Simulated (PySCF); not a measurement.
## Computed properties of digallium oxide (Ga₂O), SMILES [O]([Ga])[Ga]

Ga2O, SMILES [Ga][O][Ga] (connectivity only; charge and spin as stated), neutral, multiplicity 1. The structure is a stationary point at PBE0-D3(BJ)/def2-TZVP. Other conformers were not sampled. All values are computed for the isolated molecule unless a solvent is named; none is compared with measurement here.

**Structure.** The optimised structure has D∞h symmetry. All 4 harmonic modes at PBE0-D3(BJ)/def2-TZVP (PySCF) are real, so it is a minimum. With heavy atoms numbered as in [Ga:1][O:2][Ga:3], the shortest bond between them is Ga1–O2 at 1.801 Å and the longest O2–Ga3 at 1.801 Å.

**Vibrations.** The strongest infrared lines (harmonic, unscaled, degenerate partners summed) lie at 848 cm⁻¹ (745 km/mol, O 90 %, Ga 10 %), 70 cm⁻¹ (6 km/mol, O 90 %, Ga 10 %). The softest mode is at 70 cm⁻¹ and the zero-point energy is 1.8 kcal/mol.

**Electronic structure.** B3LYP/def2-TZVPD (PySCF) places the frontier levels at -6.21 and -1.31 eV, a gap of 4.90 eV, and gives a dipole moment of 0.00 D and a mean polarisability of 77.1 bohr³. PBE/def2-TZVPD (PySCF) at the same geometry gives -5.41 and -1.83 eV, so its gap is 1.32 eV narrower. An orbital gap is neither the optical nor the fundamental gap.

**Excitations.** TDA-CAM-B3LYP/def2-SVPD (PySCF) has S1 at 4.86 eV (255 nm, f = 0.556, bright); the most intense of the 10 singlets computed lies at 6.65 eV (f = 0.88). Strengths of degenerate partners are summed. T1 (TDA) is at 3.46 eV, 1.40 eV under S1. TDA-PBE/def2-SVPD (PySCF) puts S1 at 4.02 eV. No vertical singlet excitation falls in the visible range (under 3.1 eV).
